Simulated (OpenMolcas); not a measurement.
Pd2+ with 6 ligands (sulfide) in octahedral coordination (Oh) at 2.64 Å. A charge of +1.67 e stands 3.2 Å behind each ligand. Ligand basis ANO-RCC-VDZP.
```
Pd    0.0000    0.0000    0.0000
S     2.6400    0.0000    0.0000
S     0.0000    2.6400    0.0000
S    -2.6400    0.0000    0.0000
S     0.0000   -2.6400    0.0000
S     0.0000    0.0000    2.6400
S     0.0000    0.0000   -2.6400
```

```
Program             : OpenMolcas 26.06
Method              : CASSCF
Basis               : ANO-RCC-VDZP [6s5p3d1f]
Scalar Hamiltonian  : DKH2, point nucleus
Active space        : 8 electrons in 5 orbitals (4d)
State averaging     : 2S+1 = 3 even, 10 roots; 2S+1 = 1 even, 15 roots
Spin-orbit coupling : state interaction with AMFI integrals over the reference wave functions
```

Task: What is the spin-free ground state (labels of O, the rotations of Oh)?

Result: 3A2, 1-fold in its orbital part; it has the highest spin that d8 allows.

Task: Where is the first state of the same spin?

Result: 3T2 at 4290 cm-1 above the ground state.

Task: What are the lowest two levels with spin-orbit coupling?

Result: A 3-fold level T2, then a 2-fold level E 3613 cm-1 above it. Their leading multiplicities are 3 (100 %) and 3 (98 %).

Task: What is χT at 300 K, and how does it compare with the textbook value?

Result: The lowest level has 2S+1 = 3, for which the spin-only value is χT = S(S+1) / 2 = 1.000 cm3 K/mol (g = 2). The computed 1.992 at 300 K differs by +0.992, through orbital momentum, spin-orbit coupling and any other state in reach.

Without dynamic correlation the repulsion within the d shell is too large (B by tens of per cent), so at a given field states of lower spin stand too high. Real 4d8 and 5d8 ions are as a rule square planar and diamagnetic. The sulfide ions are held by bare point charges, a crude embedding. With metal d orbitals alone the field can be off either way by tens of per cent. Ligand-to-metal charge-transfer states are missing. With no ligand orbital active B as a rule stays too high, so bands that hang on it stand too high and its fall with covalency is understated. No measured value stands beside these numbers; the geometry was imposed, not optimised, and the real ion may take another.
